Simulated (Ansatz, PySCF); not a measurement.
Gas-phase reaction in SMILES: C=[N] → C=[N-] (an electron is taken up)
Each molecule is optimised on its own at B3LYP-D3(BJ)/def2-TZVP (Ansatz, a first-principles code). Markedly spin-contaminated UHF reference, which strains HF, MP2 and, less, CCSD(T): C=[N].

Property: adiabatic electron affinity (0 K, with B3LYP-D3(BJ) harmonic zero-point energies from PySCF), positive where the reaction releases energy, in eV. Valence correlation only, unless marked. Open shells are spin-unrestricted. Spin-orbit coupling is left out. No relativistic terms. FCI takes restricted orbitals. Anions need diffuse functions: def2-D sets add few; the other sets have none. Basis-set limits of correlation are two-point, X^-3; Hartree-Fock from the larger set.

```json
[
 {"level": "HF/STO-3G", "program": "Ansatz", "adiabatic electron affinity (eV)": "-5.85"}
]
```

### Question
Estimate the value at CCSD(T)/CBS(def2-TZVPPD,def2-QZVPPD) as computed with Ansatz.

### Answer
0.48 eV
